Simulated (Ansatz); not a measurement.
`O[Si](F)(Cl)Cl` + HCl → `O[Si](Cl)(Cl)Cl` + H–F  (ligand exchange at the Si–F bond)

Calculated with Ansatz (gas phase, PBE0-D4/def2-TZVP geometries, no zero-point term in ΔE). CBS: MP2 limit from def2 TZ/QZ plus the TZ coupled-cluster correction, frozen cores. This one scheme is used for every species. One conformer a species, not always the lowest.

| species | CCSD(T)/CBS(def2) energy (Eh) |
| --- | --- |
| `O[Si](F)(Cl)Cl` | -1384.43664 |
| HCl | -460.38127 |
| `O[Si](Cl)(Cl)Cl` | -1744.40331 |
| H–F | -100.39570 |

**Question.** Work out ΔE.

**Answer.** ΔE = (-1744.40331) + (-100.39570) − (-1384.43664) − (-460.38127) = 0.01890 Eh = +11.9 kcal/mol.

Largest T1 diagnostic among the species: 0.010.

Leaving LDA and LC-ωPBE aside and taking each functional with its dispersion term where it has one, the values, not all of them listed here, spread over 5.0 kcal/mol, from revPBE-D4 to CAM-B3LYP-D4. At CCSD(T), def2-SVP lies +0.8 kcal/mol from the extrapolated value and def2-TZVPP +1.3 kcal/mol. In def2-TZVPP, CCSD(T) changes the Hartree–Fock value by −3.4 kcal/mol (the triples alone add −0.8 kcal/mol) and MP2 by −5.3 kcal/mol.
